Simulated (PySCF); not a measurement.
Compound: C₄H₁₄N₂OSi₂.
Numbering: `[CH3:1][NH:2][Si@@H:3]1[CH2:4][CH2:5][Si@@H:6]([O:7][CH3:8])[NH:9]1`

Geometry (GFN2-xTB, Å), atoms numbered from 1 in this order:
```
atom  x, y, z in Å
C1    -3.786    0.324    0.434
N2    -2.456    0.870    0.323
Si3   -1.186   -0.020   -0.425
C4    -0.654   -1.511    0.615
C5     0.858   -1.665    0.456
Si6    1.601    0.066    0.423
O7     2.941   -0.024   -0.491
C8     3.858    0.996   -0.729
N9     0.270    0.904   -0.289
H10   -4.353    0.865    1.192
H11   -4.342    0.366   -0.510
H12   -3.706   -0.718    0.734
H13   -2.479    1.862    0.140
H14   -1.430   -0.382   -1.838
H15   -0.880   -1.312    1.664
H16   -1.165   -2.438    0.354
H17    1.074   -2.169   -0.487
H18    1.265   -2.294    1.247
H19    1.918    0.658    1.730
H20    4.214    1.426    0.211
H21    4.703    0.575   -1.274
H22    3.407    1.794   -1.325
H23    0.324    1.857   -0.597
```

Definitions: NICS(0) = −σiso at the ring centroid; NICS(1) = −σiso and NICS(1)zz = −σzz at ±1 Å along the ring normal z. Level: GIAO PBE0/pcSseg-1 (PySCF, non-relativistic, gas phase) on the GFN2-xTB geometry, one conformer.

Ring bond lengths (Å), with Mayer bond orders in brackets: Si3–C4 1.893 (0.90), C4–C5 1.528 (1.02), C5–Si6 1.884 (0.91), Si6–N9 1.726 (0.97), N9–Si3 1.730 (0.96).

Give the NICS values of each ring in ppm.

```csv
ring,type,NICS(0),"NICS(1), two faces","NICS(1)zz, two faces",rms pucker (Å),"centre to ring atoms, mean (Å)"
Si3–C4–C5–Si6–N9,5-membered ring with N and 2 Si; formal bonds all single,-4.8,-3.0 / -3.2,0.2 / -0.1,0.18,1.47
```

What can be read from them?

- Si3–C4–C5–Si6–N9: mean NICS(1)zz 0.1 ppm, near zero. Si3, C4, C5, Si6 have four or more neighbours, so the value isn't read as a sign of a π ring current.

At the second NICS(1) probe listed for ring Si3–C4–C5–Si6–N9, 1 Å off the ring, what do the in-plane components average?

The isotropic value is a third of the trace: (3 × -3.2 − (-0.1))/2 = -4.8 ppm.

Give the inner angles of the rings and the Hirshfeld charges of the ring atoms.

- Si3–C4–C5–Si6–N9: Si3 98.1° (+0.406 e), C4 107.5° (-0.165 e), C5 107.4° (-0.163 e), Si6 98.6° (+0.428 e), N9 115.0° (-0.336 e); sum 526.5° against 540° for a flat convex ring.

What are the shieldings of the ring atoms and their hydrogens in the same run (means over atoms taken as equivalent)?

```json
{"atoms": "Si3", "environment": "SiH silicon", "σ isotropic (ppm)": "359.3"}
{"atoms": "C4", "environment": "sp3 carbon bound to silicon", "σ isotropic (ppm)": "176.7"}
{"atoms": "C5", "environment": "sp3 carbon bound to silicon", "σ isotropic (ppm)": "177.2"}
{"atoms": "Si6", "environment": "oxygen-bound silicon", "σ isotropic (ppm)": "359.2"}
{"atoms": "N9", "environment": "nitrogen bridging silicon atoms", "σ isotropic (ppm)": "221.0"}
{"atoms": "H14", "environment": "Si–H hydrogen", "σ isotropic (ppm)": "26.23"}
{"atoms": "H15", "environment": "methylene hydrogen", "σ isotropic (ppm)": "31.26"}
{"atoms": "H16", "environment": "methylene hydrogen", "σ isotropic (ppm)": "30.60"}
{"atoms": "H17", "environment": "methylene hydrogen", "σ isotropic (ppm)": "30.99"}
{"atoms": "H18", "environment": "methylene hydrogen", "σ isotropic (ppm)": "30.68"}
{"atoms": "H19", "environment": "Si–H hydrogen", "σ isotropic (ppm)": "26.46"}
{"atoms": "H23", "environment": "N–H hydrogen", "σ isotropic (ppm)": "30.87"}
```
